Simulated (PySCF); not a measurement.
FeO4, SMILES [O]=[Fe]1(=[O])[O][O]1, multiplicity 1.

Geometry optimised at TPSSh-D3(BJ)/def2-SVP. The spin state was assumed, not searched.

Level of theory: TPSSh-D3(BJ)/def2-SVP (PySCF).

Frequencies are harmonic and unscaled.

```csv
mode,ν (cm⁻¹),IR (km/mol),moving atoms (share of kinetic energy)
1,257,7.1,"O 69 %, Fe 31 %"
2,268,1.8,"O 80 %, Fe 20 %"
3,332,4.6,O 92 %
4,333,0.0,O 100 %
5,594,5.6,"O 81 %, Fe 19 %"
6,609,0.1,"O 73 %, Fe 27 %"
7,1021,18.4,O 99 %
8,1042,127.5,"O 82 %, Fe 18 %"
9,1086,149.5,"O 69 %, Fe 31 %"
```
